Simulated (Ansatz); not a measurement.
`OC=C=[CH][InH2]` from Hartree–Fock to CCSD(T)

```xyz
10

O     2.1480   -1.6268    0.4916
C     0.9753   -1.1542    1.0132
C    -0.0531   -0.7159    0.3334
C    -1.0460   -0.2030   -0.3371
In   -1.0795    1.9090   -0.7307
H     2.0983   -1.5812   -0.4681
H     0.9666   -1.1896    2.0960
H    -1.8589   -0.8499   -0.6672
H    -2.4375    2.6036   -1.5375
H     0.2868    2.8080   -0.1936
```

The species carries charge 0 and has multiplicity 1. Correlated methods include outer-core shells of In, which these sets cover unevenly. In: def2 effective core potential. The geometry is a stationary point of PBE0-D4/def2-TZVP. It is one conformer, not always the lowest. Frozen core, restricted reference, Ansatz.

```
     basis     HF (Eh)  MP2 corr.  CCSD corr.       (T)  CCSD(T) total
  def2-SVP  -380.32746   -0.66029    -0.70382  -0.02575     -381.05703
def2-TZVPP  -380.55960   -0.99793    -1.01954  -0.04326     -381.62240
def2-QZVPP  -380.56938   -1.23469           –         –              –
```
